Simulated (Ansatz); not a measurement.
A structure relaxed at PBE-D4/def2-SVP in Ansatz, charge 0, singlet:

```tsv
atom	x (Å)	y (Å)	z (Å)
Mo1	0.8208	-1.9312	0.3310
Mo2	1.4451	1.1071	-0.1446
Mo3	0.5790	0.7075	-2.2515
Mo4	-1.2878	-1.3517	2.0611
Mo5	-1.0671	-0.0206	-0.3683
Se6	2.5532	-0.7073	1.2981
Se7	0.3835	3.3512	-2.4863
Se8	-0.0552	-1.8053	-1.9651
Se9	-0.1300	-3.5254	1.8348
Se10	-2.9834	-1.4636	0.3368
Se11	-1.9039	1.2304	-2.3157
Se12	3.0030	1.0993	-2.1274
Se13	1.0349	3.5410	-0.2509
Se14	-1.9771	-1.2419	4.2338
Se15	-0.4151	1.0106	1.8141
```

**Question.** Give its formula.

**Answer.** the cluster Mo₅Se₁₀.

**Question.** Summarise the bond lengths by kind (pairs closer than 1.2 times the sum of covalent radii, bridged metal pairs left out).

**Answer.** 19 × Mo–Se 2.28 to 2.70 Å; 1 × Se–Se 2.34 Å.

In the def2 sets Mo takes a core potential; there is no spin–orbit coupling. Single mean-field runs in def2-SVP are fitted with def2-universal-jkfit. The restricted singlet is unstable towards broken spin symmetry in Hartree–Fock (as tested in another run); at PBE-D4/def2-SVP this wasn't settled. Another isomer (singlet) lies 2.10 eV lower at PBE0-D4/def2-TZVP; other spin states weren't run for this one.
